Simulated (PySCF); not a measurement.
CuCl, SMILES [Cl][Cu], multiplicity 1.

Geometry: PBE0-D3(BJ)/def2-TZVPD. The multiplicity is an assumed one; other spin states were not compared.

Calculation: PBE/def2-TZVPD run with PySCF.

Computed frontier levels, gap, dipole moment and polarisability:
```json
{
 "highest_occupied_level": "-6.09 eV",
 "lowest_empty_level": "-4.01 eV",
 "orbital_gap": "2.08 eV",
 "dipole_moment": "4.53 D",
 "quadrupole, principal values (traceless, Buckingham form, about the centre of nuclear charge)": "-1.46, -1.46, 2.92 D·Å",
 "mean_static_polarisability": "41.7 bohr³ (6.18 Å³)",
 "polarisability_principal_values": "35.6, 35.6, 53.8 bohr³"
}
```
